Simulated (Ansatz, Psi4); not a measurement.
## Exact exchange and the HOMO–LUMO gap of HOI

HOI has 3 atoms, charge 0, and is taken as a singlet. As SMILES, `OI`. The coordinates come from a PBE0-D4/def2-TZVP relaxation.

The HOMO–LUMO gap y, in eV, basis def2-TZVPP with a core potential; a is the functional's share of exact exchange. Programs: Ansatz 0.2.0, Psi4 1.11.

| functional | program | a | y (eV) |
| --- | --- | --- | --- |
| r2SCAN | Psi4 | 0 | 2.85 |
| BLYP | Psi4 | 0 | 2.37 |
| TPSSh | Psi4 | 0.1 | 3.52 |
| B3LYP | Psi4 | 0.2 | 4.18 |
| PBE0 | Psi4 | 0.25 | 4.68 |
| r2SCAN0 | Ansatz | 0.25 | ? |
| BHLYP | Psi4 | 0.5 | 6.82 |

**Question.** Fit y = c + s·a to the known rows and predict r2SCAN0.

**Answer.** 
1. Means of the 6 rows: a = 0.1750, y = 4.070.
2. Σ(Δa)² = 0.17875, Σ(Δa·Δy) = 1.4945, so the slope is 1.4945/0.17875 = 8.3608.
3. Intercept: 4.070 − (8.3608) × 0.1750 = 2.607. The largest residual of the fit is 0.24.
4. r2SCAN0: 2.607 + (8.3608) × 0.25 = 4.70 eV.

The run gave 4.95 eV, so the prediction is off by -0.25 eV, about the largest residual. Exact exchange lowers occupied levels and raises empty ones. The rows mix families of semi-local functionals, which the line can't see.
